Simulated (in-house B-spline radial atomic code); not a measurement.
Ionisation energies along the 26-electron series, configuration 1s2 2s2 2p6 3s2 3p6 3d3/2(4) 3d5/2(4), as differences of self-consistent energies. Dirac energy differences include first-order Breit, QED and recoil terms. NIST's values go from ground level to ground level; the uncertainty of those that are theory runs from under 0.1 % in few-electron ions to several per cent in heavy many-electron ones. Computed with a B-spline radial code for spherical atoms: Dirac-Hartree-Fock, jj configuration that fills j = l - 1/2 first, finite nuclei.

A number in brackets counts the electrons of a j subshell.

| ion | configuration after | ionisation energy (eV) | IE/(q+1)² (eV) | -ε less Coulomb ΔSCF (eV) | Breit and QED recoil part (eV) | tabulated value (eV) | computed minus tabulated (eV) |
| --- | --- | --- | --- | --- | --- | --- | --- |
| Co+ | [Ar] 3d3/2(4) 3d5/2(3) | 15.65 | 3.9123 | 3.7175 | 0.015116 | 17.0844 | -1.44 |
| Ni2+ | [Ar] 3d3/2(4) 3d5/2(3) | 34.23 | 3.8034 | 3.5069 | 0.020068 | 35.187 | -0.96 |
| Cu3+ | [Ar] 3d3/2(4) 3d5/2(3) | 56.77 | 3.548 | 3.4045 | 0.023454 | 57.38 | -0.61 |
| Zn4+ | [Ar] 3d3/2(4) 3d5/2(3) | ? | ? | ? | ? | ? | ? |
| Ga5+ | [Ar] 3d3/2(4) 3d5/2(3) | 112.53 | 3.1258 | 3.3232 | 0.026019 | 112.7 | -0.17 |
| Ge6+ | [Ar] 3d3/2(4) 3d5/2(3) | ? | ? | ? | ? | ? | ? |
| As7+ | [Ar] 3d3/2(4) 3d5/2(3) | 181.64 | 2.8382 | 3.2994 | 0.022982 | 180 | 1.64 |

(1) Fill in the row of Zn4+.

(2) Fill in the row of Ge6+.

(3) How far is this level of theory from the measured and semi-empirical values?

Results:

(1) ionisation energy (eV): 82.93; IE/(q+1)² (eV): 3.3171; -ε less Coulomb ΔSCF (eV): 3.3517; Breit and QED recoil part (eV): 0.02543; tabulated value (eV): 82.6; computed minus tabulated (eV): 0.33.

(2) ionisation energy (eV): 145.46; IE/(q+1)² (eV): 2.9685; -ε less Coulomb ΔSCF (eV): 3.3077; Breit and QED recoil part (eV): 0.025219; tabulated value (eV): 144.9; computed minus tabulated (eV): 0.56.

(3) Over those 4 rows the differences run from -1.44 to +0.328 eV (mean absolute value 0.83 eV). The calculation leaves out correlation and, in open shells, the multiplet splittings that an average leaves out.
